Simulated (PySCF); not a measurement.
# Exercise with solution: oscillator strength and radiative lifetime

Bi(Cl)2(SiH3) (BiCl2H3Si), SMILES [SiH3][Bi]([Cl])[Cl].

Coordinates come from a r2SCAN-D4/def2-SVP optimisation. The structure was generated by enumeration; whether it is a known compound was not checked. The def2 effective core potentials stand for the cores of Bi; spin–orbit coupling is left out.

TDA-PBE0/def2-SVPD (PySCF) puts the first singlet state with f over 0.02 at 5.71 eV (vertical), with the transition dipole (0.232, -0.455, 0.000) in atomic units.

Problem. Find the oscillator strength, the wavelength and the radiative lifetime that this transition would have in vacuum if emission retraced absorption.

Solution. 
|μ|² = 0.2608 au, so |μ| = 1.30 D. ΔE = 5.71/27.211 = 0.2098 hartree. f = (2/3) ΔE |μ|² = 0.036 (the program prints 0.036).
λ = 1239.84/5.71 = 217 nm; ν = 46054 cm⁻¹.
Einstein's coefficient A = 0.6670 ν² f s⁻¹ (ν in cm⁻¹) = 5.2e7 s⁻¹, so τ = 1/A = 19 ns. This state is S8; the lower singlets have f = 0.003, 0.001, 0.009, 0.000, 0.016, 0.000, 0.002. The figure is the radiative limit of this one transition; relaxation, internal conversion, crossing to triplets and a medium change what is measured.
